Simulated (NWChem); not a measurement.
# Total energies of ClTl

```xyz
2

Tl     0.0000     0.0000    -0.4371
Cl     0.0000     0.0000     2.0825
```
Charge 0, spin multiplicity 1.

Everything below was run with NWChem. All single points use one geometry, from PBE0/def2-SVP with def2 effective core potentials on Tl, a minimum by its harmonic frequencies.

Basis set: def2-QZVP (152 functions).

```csv
method,total energy (Ha),relative cost
RHF,-631.12202,1
MP2,-631.77589,under 3
B2PLYP,-632.50317,4
PBE,-632.67609,under 3
B3LYP,-632.90815,under 3
r2SCAN,-632.87470,under 3
```

Total energies of different functionals aren't comparable as a measure of quality: only differences taken within one method are. Costs are rough ratios of processor time within this set of runs, SCF included, with RHF as 1.

Effective core potentials replace the inner electrons of Tl; spin-orbit coupling is left out. The correlated methods keep 9 core orbitals frozen. B3LYP has NWChem's definition, with VWN1-RPA local correlation. The structure started from a generated list of species.
